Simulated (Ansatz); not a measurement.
Reaction (silylene formation by 1,1-elimination): `[AlH2][O][SiH2]S` → `[OH][AlH2]` + `[SiH]S`

Isolated molecules relaxed with PBE0-D4/def2-TZVP in Ansatz; ΔE leaves out vibrations. CBS: MP2 limit from def2 TZ/QZ plus the TZ coupled-cluster correction, frozen cores. This one scheme is used for every species. DFT in def2-TZVPP. Each species was taken in one conformer, which may not be the lowest.

`[AlH2][O][SiH2]S`:

```xyz
9

Al    1.817   -0.851   -0.348
O     0.513   -0.280    0.564
Si   -0.956    0.364    0.792
S    -2.165    0.326   -0.970
H     2.773   -1.898    0.343
H     2.020   -0.281   -1.807
H    -0.799    1.765    1.253
H    -1.727   -0.439    1.770
H    -1.475    1.295   -1.596
```

`[OH][AlH2]`:

```xyz
5

O    -0.816    0.388    0.815
Al    0.240   -0.008   -0.451
H    -0.807   -0.050    1.664
H     1.311   -1.158   -0.250
H     0.071    0.828   -1.778
```

`[SiH]S`:

Cartesian coordinates in Å:
```
Si 0.717 -0.329 0.777
S -0.699 0.344 -0.643
H 1.449 -1.073 -0.335
H -1.467 1.058 0.201
```

Question: Is it downhill or uphill in electronic energy at CCSD(T)/CBS, and by how much? (An estimate is asked.)

Answer: The calculation gave: Uphill: ΔE = +284.5 kJ/mol.

Question: What do these levels give: B2PLYP, PBE, r2SCAN, r2SCANh, MP2/def2-TZVPP, HF/def2-QZVPP? (An estimate is asked.)

Answer: Computed: B2PLYP 277.6, PBE 253.3, r2SCAN 290.0, r2SCANh 293.3, MP2/def2-TZVPP 296.9, HF/def2-QZVPP 297.8 kJ/mol.

Largest T1 diagnostic among the species: 0.016.

From BLYP to BHLYP (50 % exact exchange), in def2-TZVPP and without D4, ΔE moves by +47.9 kJ/mol. The D4 term adds +14.0 kJ/mol with B3LYP and +7.8 kJ/mol with PBE0; it sums over pairs of atoms, weighted by their polarisabilities, and B3LYP, whose exchange is more repulsive, gets the larger term.

B3LYP here is the variant with VWN-RPA as its local correlation; programs differ in this.
